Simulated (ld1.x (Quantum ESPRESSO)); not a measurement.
# An all-electron radial function and its pseudo partner (silicon)

Columns: radius, all-electron u(r) and pseudo u(r) of the 3s shell (level -10.81 eV) of silicon in the configuration [Ne] 3s2 3p2; PBE, scalar-relativistic, TM scheme, ld1.x (Quantum ESPRESSO) 7.5.

| r (bohr) | all-electron | pseudo |
| --- | --- | --- |
| 0.093 | 0.1368 | 0.0309 |
| 0.185 | -0.0944 | 0.0615 |
| 0.278 | -0.2746 | 0.0926 |
| 0.370 | -0.3378 | 0.1236 |
| 0.463 | -0.3078 | 0.1555 |
| 0.555 | -0.2197 | 0.1884 |
| 0.648 | -0.1000 | 0.2241 |
| 0.740 | 0.0291 | 0.2633 |
| 0.833 | 0.1577 | 0.3087 |
| 0.925 | 0.2757 | 0.3606 |
| 1.018 | 0.3816 | 0.4204 |
| 1.110 | 0.4715 | 0.4845 |
| 1.203 | 0.5472 | 0.5497 |
| 1.295 | 0.6080 | 0.6081 |
| 1.388 | 0.6562 | 0.6562 |
| 1.480 | 0.6918 | 0.6918 |
| 1.573 | 0.7167 | 0.7167 |
| 1.665 | 0.7316 | 0.7316 |
| 1.758 | 0.7379 | 0.7379 |
| 1.850 | 0.7368 | 0.7368 |
| 1.943 | 0.7295 | 0.7295 |
| 2.035 | 0.7171 | 0.7171 |
| 2.128 | 0.7004 | 0.7004 |
| 2.220 | 0.6806 | 0.6806 |
| 2.313 | 0.6580 | 0.6580 |
| 2.405 | 0.6338 | 0.6338 |

Question: How many radial nodes do the two functions have?

Answer: The all-electron 3s function has n − l − 1 = 2; the pseudo-wave has 0, since the states of the same l below it are removed with the core.

Question: At about which radius was the pseudo-wave matched?

Answer: 1.40 bohr. The columns agree to 0.0005 from 1.29 bohr on; several derivatives are matched, so the curves merge somewhat inside the radius.

Question: Is the pseudo-wave norm-conserving?

Answer: Yes: the TM scheme keeps the norm inside the radius equal to the all-electron one, which fixes the energy derivative of the logarithmic derivative at the level.
